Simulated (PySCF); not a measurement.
Radial density of P²⁺ (phosphorus, charge +2)

PW91, [Ne] 3s2 3p1, 2P determinant. All numbers are calculated (PySCF 2.14, no relativity, point nucleus, in aug-cc-pwCVTZ (8s7p5d3f, 75 functions)).

```tsv
r (bohr)	4πr²ρ (e/bohr)	4πr²(ρα − ρβ)
0.00136	0.04901	0.0000
0.00229	0.1347	0.0000
0.00386	0.3638	0.0000
0.00649	0.9508	0.0000
0.0109	2.357	-0.0001
0.0184	5.338	-0.0002
0.0309	10.41	0.0002
0.0519	15.84	0.0031
0.0873	16.38	0.0176
0.147	11.55	0.0630
0.247	12.80	0.1263
0.416	15.57	0.0811
0.699	6.769	0.0048
1.18	2.092	0.3789
1.98	1.582	0.5376
3.33	0.1912	0.0952
5.60	0.002058	0.0016
```
